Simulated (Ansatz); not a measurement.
Born–Oppenheimer molecular dynamics of AlClFGeH5O (10 atoms, charge 0, multiplicity 1). It starts at the highest image of a converged band. Of that band: A vibrational analysis at the climbing image gives one clearly imaginary mode, 78i cm⁻¹: a first-order saddle point.

Computed with Ansatz, RKS B3LYP-D4/def2-SVP.

```json
{
  "ensemble": "NVE (velocity Verlet)",
  "time step": "0.5 fs",
  "steps asked": "200",
  "starting velocities drawn for": "300 K",
  "seed": "6853"
}
```

First frame:

```xyz
10
Properties=species:S:1:pos:R:3
Ge -0.296 -0.037 -0.362
Cl -0.354 0.686 3.057
H 0.834 -1.027 -0.065
H 0.024 1.459 -0.353
F -0.934 -0.431 -1.959
O -1.759 -0.381 0.587
Al -3.167 -1.208 -0.022
H -3.004 -2.702 -0.497
H -4.533 -0.426 0.063
H -1.226 0.224 2.188
```

**Question.** How far do the bonds stretch over the last three quarters of this one trajectory? (Pairs bonded in most of those frames.)

**Answer.** 
```json
{"bond": "Ge1–H3", "mean (Å)": "1.534", "spread (Å)": "0.008", "shortest": "1.52", "longest": "1.55"}
{"bond": "Ge1–H4", "mean (Å)": "1.530", "spread (Å)": "0.014", "shortest": "1.51", "longest": "1.55"}
{"bond": "Ge1–F5", "mean (Å)": "1.765", "spread (Å)": "0.003", "shortest": "1.76", "longest": "1.77"}
{"bond": "Ge1–O6", "mean (Å)": "1.783", "spread (Å)": "0.028", "shortest": "1.74", "longest": "1.83"}
{"bond": "Cl2–H10", "mean (Å)": "1.316", "spread (Å)": "0.022", "shortest": "1.28", "longest": "1.36"}
{"bond": "O6–Al7", "mean (Å)": "1.751", "spread (Å)": "0.032", "shortest": "1.69", "longest": "1.80"}
{"bond": "Al7–H8", "mean (Å)": "1.579", "spread (Å)": "0.049", "shortest": "1.51", "longest": "1.65"}
{"bond": "Al7–H9", "mean (Å)": "1.576", "spread (Å)": "0.007", "shortest": "1.56", "longest": "1.59"}
```

Mean temperature of the second half: 144 K. The conserved energy stayed within 0.063 meV per atom of its start (net change 0.031 meV per atom), so the integration is sound. A run of 0.1 ps of so small a system gives no equilibrium averages. The orbitals stay closed-shell, which can raise the energy where a bond breaks towards radicals; this wasn't checked here.

Time of the run: 7.5 min on 4 threads of Arm Neoverse V1 (shared host), peak memory 0.33 GiB.
